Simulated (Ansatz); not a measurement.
Ansatz (a program for electronic structure) input:

Ansatz 0.2 input:
```yaml
crystal:
  periodic: [false, false, false]
  atoms:
    - {symbol: O, position_ang: [-1.01533338, 0.59968429, 0.23844512]}
    - {symbol: C, position_ang: [-0.30118457, -0.42178426, -0.11687404]}
    - {symbol: O, position_ang: [1.20100748, -0.11743499, -0.09687140]}
    - {symbol: H, position_ang: [-0.44830138, -0.79517974, -1.17341875]}
    - {symbol: H, position_ang: [-0.36211419, -1.33371291, 0.54797780]}
    - {symbol: H, position_ang: [1.13213022, 0.80160381, 0.19409539]}
basis:
  gaussian:
    orbitals: def2-TZVPD
hamiltonian:
  xc: {name: r2SCAN0}
total_charge: -1
output: {forces: true}
```

Q: Which total energy does the run end on?

A: -190.30805 Eh (r2SCAN0/def2-TZVPD). The basis has 144 functions.

It need not be the lowest isomer of its formula. Whether it binds its extra electron was not tested at this geometry.
